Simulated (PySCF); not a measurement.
Structure problem from calculated spectra and properties.

Formula: C5H9NOSi.

| Item | Value |
| --- | --- |
| UV, first state | lowest singlet excitation: 5.67 eV (219 nm, f = 0.003) [TDDFT B3LYP/def2-SVPD] |
| Dipole | 3.38 D [B3LYP/def2-SVPD] |
| 13C NMR | chemical shifts (computed TMS as zero) by class: 171.3 (1 C), 86.3 (1 C), 77.9 (1 C), 30.0 (1 C), 22.3 (1 C) ppm [GIAO PBE0/pcSseg-1] |
| Rotational structure | rotational constants A, B, C: 4.195, 0.725, 0.686 GHz [GFN2-xTB] |
| Triplet | lowest triplet excitation (Tamm–Dancoff): 5.22 eV [TDA B3LYP/def2-SVPD] |
| UV, strongest line | among the 8 lowest singlet transitions: S6 at 6.85 eV (181 nm, f = 0.056) [TDDFT B3LYP/def2-SVPD] |

Electronic properties: PySCF, gas phase, density fitting. Levels stand in brackets. Isolated species at its GFN2-xTB geometry (one conformer only). NMR classes are plain means over equivalent atoms (diastereotopic ones count apart unless rotation or inversion swaps them), as if these changed places fast.

**Question.** Propose a structure and show how it fits.

**Answer.** Numbering: `[CH:1]#[C:2][CH2:3][NH:4][C:5](=[O:6])[CH2:7][SiH3:8]`. Its formula, C5H9NOSi, gives 3 degrees of unsaturation: 0 rings and 3 π bonds in the structure found. 5 carbons fall into 5 classes; from least to most shielded: amide carbonyl carbon [C5] (171.3 ppm), alkyne carbon [C2] (86.3 ppm), terminal alkyne carbon [C1] (77.9 ppm), sp3 carbon bound to nitrogen [C3] (30.0 ppm), sp3 carbon bound to silicon [C7] (22.3 ppm). The optimised geometry has point group C1 and is an asymmetric top. Structure: `C#CCNC(=O)C[SiH3]`. Computed isomers that give other values at the same levels: `C[Si](C)(C=O)CC#N` (13C chemical shifts (computed TMS as zero) by class: 247.8 (1 C), 121.5 (1 C), 0.5 (1 C), -6.8 (2 C) ppm); `CO[SiH2][C@@H]1C[C@H]1C#N` (13C chemical shifts (computed TMS as zero) by class: 127.0 (1 C), 54.1 (1 C), 17.4 (1 C), 7.8 (1 C), -1.4 (1 C) ppm); `CC(/C=N\[SiH3])=C\C=O` (13C chemical shifts (computed TMS as zero) by class: 193.4 (1 C), 179.4 (1 C), 156.2 (1 C), 134.1 (1 C), 15.5 (1 C) ppm). The assignments are read from this structure; whether some other isomer fits the data as well wasn't checked.

Conformer computed: `[CH:1]#[C:2][CH2:3][NH:4][C:5](=[O:6])[CH2:7][SiH3:8]`: C2–C3–N4–C5 -120°, C3–N4–C5–O6 -4°, N4–C5–C7–Si8 87°.
